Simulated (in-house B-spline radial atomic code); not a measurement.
Values are calculated unless marked as measured or tabulated.
**Ghost states of the separable form: I**

I, [Kr] 4d10 5s2 5p5, non-relativistic LDA (VWN5), spherical and spin-unpolarised, from an all-electron radial atomic-structure program (B-spline basis) (atomic units; all potentials screened as in the neutral atom).

Troullier-Martins channels: 5s (ε = -0.5963, r_c = 1.527 bohr), 5p (ε = -0.2679, r_c = 1.687 bohr). In the Kleinman-Bylander form one channel serves as the local potential, and each other channel l becomes |δV u><u δV|/<u|δV|u>, with δV = V_l − V_local and u the pseudo-orbital. Its strength is E_KB = <u|δV²|u>/<u|δV|u>. By the analysis of Gonze, Stumpf and Scheffler a spurious state lies below the reference level ε if E_KB > 0 and ε is above the second level of the local potential alone, or if E_KB < 0 and ε is above its first. The table's levels are those of angular momentum l in a sphere of 9 bohr, whose wall can lift a shallow ε a little above its free-atom value.

| local | channel | <u δV u> | <u δV² u> | ε | first local level | second local level |
| --- | --- | --- | --- | --- | --- | --- |
| p | s | -0.0094824 | 0.38587 | -0.5963 | -0.8469 | -0.1269 |
| s | p | 0.0075242 | 0.19864 | -0.2678 | -0.2978 | 0.0889 |

Q: Apply the rule to each row.

A: Local p, channel s: E_KB = -40.7, so ε = -0.5963 is set against -0.8469: a ghost. Local s, channel p: E_KB = +26.4, so ε = -0.2678 is set against 0.0889: no ghost.

Diagonalising the separable Hamiltonian gives:

```csv
local,channel,three lowest levels,"all-electron, two lowest valence levels"
p,s,"-33.6483, -0.5963, 0.0186","-0.5963, 0.0181"
s,p,"-0.2678, 0.0937, 0.4201","-0.2678, 0.0938"
```

Q: Which choices of local channel are safe?

A: Free of ghosts: s. With p local the s channel has a ghost 33.05 hartree below ε, since the attractive projector pulls a state below the first local level. Among the safe choices the second level, which tests transfer, is off by at most 0.1 millihartree (s local). A small <u δV u> makes E_KB large and sensitive.
